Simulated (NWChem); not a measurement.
System: silylphosphine (SiPH5); SMILES P[SiH3]

Computed with NWChem. Coordinates come from a PBE0/def2-SVP optimisation. Level: PBE0/def2-SVP with SMD (1 M gas to 1 M solution), gas-phase geometry. Reactions with the solvent are ignored.

**Question.** Estimate the computed values for solvent ethylene glycol. Quantities: solvation free energy (kcal/mol); cavity-dispersion-structure term (kcal/mol); dipole in solution (D).

**Answer.** 
```
Property                                     Result
-------------------------------------------  ------
solvation free energy (kcal/mol)                0.6
cavity-dispersion-structure term (kcal/mol)     2.0
dipole in solution (D)                         1.26
```
